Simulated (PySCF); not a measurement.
C2H4I, SMILES C[CH]I, multiplicity 2.

Geometry optimised at PBE0-D3(BJ)/def2-SVP. The isomer is the one that the SMILES or the coordinates give; other isomers of the formula were not compared. The def2 effective core potentials stand for the cores of I; spin–orbit coupling is left out.

Level of theory: PySCF with PBE0-D3(BJ)/def2-SVP.

Frequencies are harmonic and unscaled.

```
mode  ν (cm⁻¹)  IR (km/mol)  moving atoms (share of kinetic energy)
----  --------  -----------  --------------------------------------
1          131          0.3                                  H 92 %
2          270          4.1                  C 60 %, H 31 %, I 10 %
3          338         35.7                          H 67 %, C 31 %
4          569          9.3                   C 70 %, H 21 %, I 9 %
5          973          0.4                          H 76 %, C 24 %
6          990          9.3                          H 77 %, C 22 %
7         1130          0.5                          C 67 %, H 33 %
8         1240         76.7                          H 70 %, C 30 %
9         1381          5.4                          H 75 %, C 25 %
10        1431         12.5                                  H 95 %
11        1445          2.9                                  H 97 %
12        3008         15.0                                  H 96 %
13        3098          7.3                           H 92 %, C 8 %
14        3147          3.9                           H 91 %, C 9 %
15        3239          0.7                           H 92 %, C 8 %
```
